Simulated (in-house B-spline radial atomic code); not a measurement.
A calculation on the cobalt ion Co⁶⁺ (an excited or competing configuration): its settings, and results tabulated from the run. Computed with a B-spline radial code for spherical atoms: Dirac-Hartree-Fock, average of configuration, Fermi nucleus of rms radius 3.7875 fm.

Command:
```bash
python run_scf.py task.json out
```
Settings (nuclear radius in fm, mass in u):
```
Z                27
configuration    [Ar] 3d2 5s1
hamiltonian      dirac
method           hf
spin_polarised   False
nucleus          fermi
rms_radius       3.7875
atomic_mass      58.93319
speed_of_light   137.035999084
```

Output (hartree, bohr):
```
 radial grid: 69 intervals, B-splines of order 8, outer radius 21.6418 bohr

 iter        energy (Eh)    residual
    1      -1365.4299888    9.04e-01
    2      -1377.6191397    2.60e-01
    3      -1378.4321458    1.00e-01
    4      -1378.5537943    3.83e-02
    5      -1378.5728188    8.82e-03
    6      -1378.5741661    2.67e-04
    7      -1378.5741671    1.17e-05
    8      -1378.5741671    8.43e-07
    9      -1378.5741671    4.65e-08

 total energy                    -1378.574167
 kinetic                           1400.51435
 electron-nucleus                 -3203.73901
 electron-electron                  424.65050

 first-order corrections (not in the total)
   Gaunt                            0.58551
   retardation                     -0.05213
   frequency dependence            -0.00154
   self-energy                      0.38934
   Uehling                         -0.03363
   Wichmann-Kroll                   0.00022
   recoil                           0.00995

 orbital      occ     eigenvalue          <r>       <r^2>       <1/r>       <r^4>     <1/r^2>       r_max    small
 1s1/2      2.000     -291.09211    0.0561666  0.00424362     27.0348 4.64521e-05      1499.8     0.03679  9.45e-03
 2s1/2      2.000      -40.80087     0.253547   0.0758734     5.87743   0.0100116     146.395      0.2125  1.78e-03
 2p1/2      2.000      -35.91786     0.221973    0.060476     5.79519  0.00738928     47.0857      0.1704  1.74e-03
 2p3/2      4.000      -35.36548     0.224996   0.0620023     5.68638  0.00772996     44.2988      0.1729  1.72e-03
 3s1/2      2.000       -9.33390     0.728533    0.606153     1.94282    0.564326     23.9999      0.6499  4.30e-04
 3p1/2      2.000       -7.68593     0.743751    0.640896     1.83612    0.661361     7.51016      0.6497  3.93e-04
 3p3/2      4.000       -7.60137     0.750375    0.652088      1.8135    0.683774     7.10516      0.6558  3.88e-04
 3d3/2      0.800       -5.37824     0.751986    0.674879     1.63308    0.847291     3.40026      0.5937  3.23e-04
 3d5/2      1.200       -5.36725     0.753909    0.678146     1.62807    0.854847     3.37528      0.5953  3.22e-04
 5s1/2      1.000       -1.65166      3.21435     11.5255    0.424862     179.156     1.81052       3.238  5.42e-05
```

Run time, properties included: 1 s on 1 thread of Arm Neoverse V1, on a shared host.

For the Dirac Hamiltonian the kinetic term is c α·p + (β - 1)c².
